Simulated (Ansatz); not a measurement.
A structure relaxed at PBE0-D4/def2-SVP in Ansatz, charge 0, singlet:

Cartesian coordinates in Å:
```
Sr -1.6581 0.1267 -5.3316
Sr -4.0551 3.2021 -1.2739
Sr -2.5153 3.1496 4.0265
Sr 1.6321 -0.2217 5.3321
Sr 4.0651 -3.1706 1.3122
Sr 2.5325 -3.0847 -4.0740
Te 4.1627 -3.8260 -1.6382
Te -0.5422 1.8090 5.8890
Te -3.6293 2.0022 -4.0154
Te 0.5377 -1.8518 -5.9893
Te 3.5840 -2.1998 4.1367
Te -4.1140 4.0649 1.6260
```

(1) Give its formula.

(2) Summarise the bond lengths by kind (pairs closer than 1.2 times the sum of covalent radii, bridged metal pairs left out).

Results:

(1) Sr6Te6.

(2) 12 × Sr–Te 3.02 to 3.03 Å.

In the def2 sets Sr, Te take a core potential; there is no spin–orbit coupling. The structure comes from a short search, and lower isomers may exist.
